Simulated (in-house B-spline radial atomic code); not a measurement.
Computed with a B-spline radial atomic code. Model: two electrons, singlet ground state, non-relativistic, full CI in B-splines with partial waves to l = 8 (at full coupling up to 3e-4 hartree above the limit, correlation up to 0.6 % small), density held at that of full coupling by Lieb maximisation.

Along the adiabatic connection the electron repulsion is scaled by a coupling λ while a local potential keeps the density fixed. At λ = 0 the system is the Kohn-Sham one and W equals the exchange energy; the exchange-correlation energy is the area under W between 0 and 1. The kinetic energy rises with λ as the electrons avoid each other, with dT/dλ = −λ dW/dλ.

Command:
```bash
python run_ac.py task.json out
```
Settings (lengths in bohr, energies in hartree):
```
potential              yukawa
strength               5.95
lmax                   8
second                 2.44
```

Cost of the run: 14 s on 1 thread of Intel(R) Xeon(R) Processor @ 2.30GHz, with other jobs on the host.

**W = mean repulsion less Hartree energy, and W of three functionals.**

Given: confinement screened point charge; nuclear charge 5.95; screening of the nucleus 2.44 1/bohr; external potential -Z exp(-k r)/r.

Computed: LDA exchange minus exact 414.39 millihartree; SCAN exchange minus exact -18.741 millihartree.

```
coupling  W xc (hartree)  W xc minus exchange (millihartree)  kinetic minus Kohn-Sham (millihartree)  LDA (PW92) W minus its exchange (millihartree)  PBE W minus its exchange (millihartree)  SCAN W minus its exchange (millihartree)
       0         -3.0284                                   0                                       0                                               0                                        0                                         0
    0.02               ?                                   ?                                       ?                                               ?                                        ?                                         ?
    0.05         -3.0333                              -4.849                                     0.1                                           -30.6                                    -4.35                                     -4.54
    0.12           -3.04                             -11.573                                     0.7                                          -60.95                                   -10.52                                    -10.77
    0.25               ?                                   ?                                       ?                                               ?                                        ?                                         ?
     0.4         -3.0662                             -37.767                                     7.5                                         -148.69                                    -35.3                                     -34.6
     0.6         -3.0842                             -55.813                                    16.5                                          -197.2                                    -52.8                                    -50.79
     0.8         -3.1017                             -73.332                                    28.7                                         -239.39                                   -70.01                                    -66.38
       1         -3.1188                             -90.346                                      44                                         -277.13                                   -86.88                                    -81.45
     1.4         -3.1513                             -122.94                                    83.1                                         -343.14                                   -119.5                                   -110.15
       2         -3.1969                             -168.52                                   160.4                                            -426                                  -165.63                                   -150.08
       3         -3.2652                             -236.74                                   330.2                                         -537.15                                  -235.48                                   -209.76
     4.5         -3.3524                             -324.04                                   655.5                                         -666.04                                  -326.14                                   -286.68
       7         -3.4677                             -439.33                                  1311.8                                          -824.2                                   -448.7                                   -390.46
      10         -3.5715                             -543.12                                  2186.3                                         -961.73                                  -563.05                                   -487.19
```

What belongs in the row 0.02?

W xc (hartree): -3.0304; W xc minus exchange (millihartree): -1.944; kinetic minus Kohn-Sham (millihartree): 0; LDA (PW92) W minus its exchange (millihartree): -14.47; PBE W minus its exchange (millihartree): -1.73; SCAN W minus its exchange (millihartree): -1.83.

What belongs in the row 0.25?

W xc (hartree): -3.0523; W xc minus exchange (millihartree): -23.873; kinetic minus Kohn-Sham (millihartree): 3; LDA (PW92) W minus its exchange (millihartree): -105.9; PBE W minus its exchange (millihartree): -22.03; SCAN W minus its exchange (millihartree): -22.02.

What is the PBE exchange minus exact?

28.015 millihartree.

**Energy parts, natural occupations and partial-wave weights.**

Computed: exchange energy -3.0284 hartree; kinetic part of the DFT correlation energy 0.044047 hartree; initial slope twice GL2 -0.097378 hartree; kinetic part over minus potential part 0.48754; Hartree energy 6.0568 hartree; Kohn-Sham kinetic 25.286 hartree; Lieb Oxford ratio E_xc over LDA exchange 1.1762.

```tsv
natural	occupation of the shell (electrons)
s	1.9977
s	0.0011209
p	?
d	5.5444e-05
p	4.7258e-05
s	2.765e-05
```

What belongs in the row p?

occupation of the shell (electrons): 0.0010339.

| wave | weight |
| --- | --- |
| s | 0.99942 |
| p | ? |
| d | 3.1722e-05 |
| f | 4.7118e-06 |
| g | 1.1179e-06 |

What belongs in the row p?

weight: 0.00054326.

What is the correlation energy?

-0.046299 hartree.

What is the total energy?

-10.5305 hartree.

Half-way to full coupling W has made 52 % of its drop, against 50 % for a straight line, and second-order (GL2) theory, half the initial slope, overshoots the correlation energy by about 5 %: correlation is weak here. Over couplings 0 to 1 the errors in E_xc come to about +297 millihartree for LDA, +30 millihartree for PBE, -15 millihartree for SCAN, so SCAN is nearest. In LDA and SCAN the errors of exchange and correlation have opposite signs, so the sum is smaller than the larger of the two.
